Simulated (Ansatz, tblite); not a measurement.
Cost and result up the ladder for Hg4Se4 (the lowest singlet isomer of a short search) (8 atoms). Total charge 0; singlet. Geometry: r2SCAN-D4/def2-SVP.

Cartesian coordinates in Å:
```
Hg 1.183 2.216 0.578
Hg -0.242 -1.310 -0.346
Hg -1.947 1.254 0.871
Hg -0.510 -4.193 -1.709
Se -2.473 -1.178 0.785
Se 1.976 -0.769 -1.386
Se 2.940 0.451 0.404
Se -0.927 3.529 0.802
```

Ansatz on 4 threads of Arm Neoverse V1 on a shared host; xTB runs through tblite on one thread. Times are rough, summed over both states, and most runs start from the orbitals of an earlier one. PBE0-D4/def2-SVP serves as the yardstick here, not as an exact answer. The other state is a triplet.

In the def2 sets Hg takes a core potential; there is no spin–orbit coupling. The xTB rows come from tblite. HOMO above LUMO, or a gap near zero within one spin, warns that the state may not be the lowest or that an electron is smeared out. The structure comes from a short search, and lower isomers may exist.

xTB has no spin-polarisation term.

| level | functions | wall time | vertical triplet (eV) | difference from PBE0-D4/def2-SVP (eV) | remarks |
| --- | --- | --- | --- | --- | --- |
| GFN1-xTB | 52 | 0.018 s | 2.48 | 0.11 | – |
| GFN2-xTB | 52 | 0.028 s | 2.15 | -0.22 | – |
| PBE-D4/def2-SVP | 256 | 36 s | 2.20 | -0.17 | gap within one spin near zero (triplet) |
| PBE0-D4/def2-SVP | 256 | 77 s | 2.37 | 0.00 | – |
